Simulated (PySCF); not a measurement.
methylhydroxycarbene (C2H4O), SMILES O[C]C (connectivity only; charge and spin as stated), neutral, multiplicity 1. Geometry optimised at r2SCAN-D4/def2-TZVP. A frequency run showed that this geometry is not a minimum. One conformer was computed; it need not be the lowest.

PySCF with TDDFT-CAM-B3LYP/def2-SVPD puts the lowest singlet excitations at 2.94, 5.65, 6.70, 7.43, 7.57, 7.64 eV.

Task: What are the lowest excitation roots from PySCF with ADC(2)/aug-cc-pVDZ? (An estimate is asked for; the answer gives what the named calculation found.)

Result: 3.25, 5.16, 6.05, 6.28, 6.54, 7.11 eV. S1 differs by 0.31 eV (second minus first; roots are paired by order, and the bases may differ).
